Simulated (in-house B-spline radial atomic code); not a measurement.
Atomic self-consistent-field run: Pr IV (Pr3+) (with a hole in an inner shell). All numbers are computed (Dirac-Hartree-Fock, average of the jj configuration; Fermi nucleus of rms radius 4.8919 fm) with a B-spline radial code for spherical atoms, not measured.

In the input, a minus or plus after the letter marks the j = l - 1/2 or j = l + 1/2 subshell.

Command:
```bash
python run_scf.py task.json out
```
Settings (nuclear radius in fm, mass in u):
```
Z                59
configuration    1s2 2s2 2p6 3s2 3p6 3d10 4s2 4p6 4d10 4f3 5s2 5p-2 5p+3
hamiltonian      dirac
method           hf
spin_polarised   False
nucleus          fermi
rms_radius       4.8919
atomic_mass      140.90766
speed_of_light   137.035999084
```

Output (hartree, bohr):
```
 radial grid: 73 intervals, B-splines of order 8, outer radius 39.1892 bohr

 iter        energy (Eh)    residual
    1       -9222.056394    6.13e-01
    2       -9230.105764    5.16e-01
    3       -9235.860443    1.10e-01
    4       -9236.211680    3.73e-02
    5       -9236.231533    1.20e-02
    6       -9236.236080    5.64e-03
    7       -9236.236659    9.87e-04
    8       -9236.236678    2.77e-04
    9       -9236.236679    2.17e-05
   10       -9236.236679    9.97e-07
   11       -9236.236679    6.71e-08

 total energy                     -9236.23668
 kinetic                            9933.4299
 electron-nucleus                 -22489.6646
 electron-electron                  3319.9980

 first-order corrections (not in the total)
   Gaunt                             8.7525
   retardation                      -0.9136
   frequency dependence             -0.1031
   self-energy                       6.0364
   Uehling                          -0.9035
   Wichmann-Kroll                    0.0249
   recoil                            0.0236

 orbital      occ     eigenvalue          <r>       <r^2>       <1/r>     <1/r^3>       r_max    small
 1s1/2      2.000     -1552.8865    0.0240892 0.000789362     64.6854           -     0.01541  4.78e-02
 2s1/2      2.000      -254.6357     0.102462   0.0124509     15.3013           -     0.08731  1.04e-02
 2p1/2      2.000      -240.0777    0.0861414  0.00915201     15.2418           -     0.06659  1.04e-02
 2p3/2      4.000      -222.2964    0.0924066   0.0104014     13.7634      7491.3      0.0719  9.79e-03
 3s1/2      2.000       -57.3895      0.27084   0.0839525     5.55155           -      0.2486  3.24e-03
 3p1/2      2.000       -51.1744     0.260996   0.0791719     5.45371           -      0.2359  3.17e-03
 3p3/2      4.000       -47.5677     0.273029   0.0864462     5.08722     1539.34      0.2472  3.00e-03
 3d3/2      4.000       -36.8627     0.244599   0.0705109     4.94098     252.094      0.1986  2.86e-03
 3d5/2      6.000       -36.0960     0.248383   0.0725711     4.84794     228.743      0.2018  2.81e-03
 4s1/2      2.000       -12.9020     0.622613    0.436952     2.27442           -      0.5789  9.73e-04
 4p1/2      2.000       -10.4979     0.641326    0.467267     2.16773           -      0.5882  9.05e-04
 4p3/2      4.000        -9.7117     0.668264    0.507359      2.0511     321.171      0.6121  8.50e-04
 4d3/2      4.000        -5.6992     0.723263    0.606276     1.82608     43.5381      0.6324  6.99e-04
 4d5/2      6.000        -5.5585     0.732819    0.622045     1.79655      39.104      0.6407  6.84e-04
 4f5/2      1.286        -1.2780      1.03166     1.36181     1.26187     4.68437      0.6955  3.65e-04
 4f7/2      1.714        -1.2627      1.03808     1.37902     1.25373     4.57667      0.7002  3.61e-04
 5s1/2      2.000        -2.6723      1.50857     2.54845    0.869767           -       1.359  2.00e-04
 5p1/2      2.000        -1.9607      1.67043     3.13996    0.778125           -       1.481  1.65e-04
 5p3/2      3.000        -1.8532      1.74028     3.40637    0.742286     44.3758       1.544  1.54e-04
```

Cost of the run: 1.6 s on 1 thread of Arm Neoverse V1 (shared host).

For the Dirac Hamiltonian the kinetic term is c α·p + (β - 1)c².
